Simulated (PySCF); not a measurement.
This PySCF input asks for the NMR shieldings of `C1CS[SiH](/C(=C\F)[SiH3])S1`, C4H9FS2Si2; the geometry comes from GFN2-xTB.

```python
import basis_set_exchange as bse
import numpy as np
from pyscf import gto, dft
from pyscf.prop import nmr

atoms = """
F    -0.239670    2.028939    0.955456
C    -1.434375    1.477287    0.669264
C    -1.552534    0.285642    0.107428
Si   -3.262597   -0.417210   -0.253856
Si   -0.029913   -0.731683   -0.332955
S     1.449638    0.305979   -1.494692
C     2.599949    0.539725   -0.096155
C     2.721416   -0.726985    0.716377
S     1.109804   -1.215158    1.423120
H    -2.240341    2.138565    0.956642
H    -4.271743    0.550255    0.173913
H    -3.353049   -0.662937   -1.692579
H    -3.394762   -1.672528    0.483539
H    -0.377372   -1.937716   -1.068558
H     3.560747    0.811946   -0.532193
H     2.228338    1.365292    0.510568
H     3.085318   -1.554647    0.106648
H     3.392385   -0.578450    1.562098
"""
names = dict.fromkeys(["F", "C", "Si", "S", "H"], "pcSseg-1")
basis = {el: gto.basis.parse(bse.get_basis(n, elements=[el], fmt="nwchem")) for el, n in names.items()}
mol = gto.M(atom=atoms, basis=basis, charge=0, verbose=0)
mf = dft.RKS(mol, xc="PBE0")
mf.grids.level = 2
mf.grids.alignment = dft.numint.BLKSIZE   # the property module wants whole blocks of grid points
mf.conv_tol = 1e-9
mf.kernel()

calc = nmr.RKS(mf)   # GIAO
C = mf.mo_coeff
Co = C[:, mf.mo_occ > 0]
resp = mf.gen_response(singlet=True, hermi=2)
def vind(x):   # induced exchange potential for any number of trial vectors
    d = np.einsum("pi,xij,qj->xpq", C, 2 * x.reshape(-1, C.shape[1], Co.shape[1]), Co, optimize=True)
    return np.einsum("xpq,pi,qj->xij", resp(d - d.transpose(0, 2, 1)), C, Co, optimize=True).ravel()
mo1, _ = nmr.rhf.solve_mo1(calc, with_cphf=vind)
sigma = calc.kernel(mo1)
for i, s in enumerate(sigma):   # ppm
    print("%2d %-2s %9.2f" % (i, mol.atom_pure_symbol(i), np.trace(s) / 3))
```

Q: What does it print?

A: 
```
 0 F     215.60
 1 C      14.25
 2 C      78.09
 3 Si    423.16
 4 Si    338.62
 5 S     609.88
 6 C     146.32
 7 C     142.96
 8 S     618.06
 9 H      24.71
10 H      27.67
11 H      27.42
12 H      27.45
13 H      25.97
14 H      28.65
15 H      28.70
16 H      28.95
17 H      28.49
```

These numbers come from an equivalent density-fitted implementation of the same equations, which agrees with the script to about 0.01 ppm for H and up to a few tenths of a ppm for heavy atoms, so last digits may differ.

Q: Turn these shieldings into chemical shifts. Chemical shifts δ = σref − σ; 19F (σ = 170.95 ppm) vs CFCl3; 13C (σ = 186.93 ppm) and 29Si (σ = 349.16 ppm) and 1H (σ = 31.72 ppm) against TMS; CS2 for 33S (σ = 503.73 ppm), all at this level.

A: Averaging equivalent atoms: F 0: -44.7; C 1: 172.7; C 2: 108.8; C 6/7: 42.3; Si 4: 10.5; Si 3: -74.0; S 5/8: -110; H 9: 7.01; H 13: 5.74; H 10/11/12: 4.20; H 15/17: 3.12; H 14/16: 2.92 ppm. Unscaled 19F shifts against computed CFCl3 carry errors that often reach 10 to 50 ppm.

Size and cost of the density-fitted run: 226 basis functions, 110 s wall time on 1 thread of an Arm Neoverse N1, shared host; peak memory 1.1 GiB.
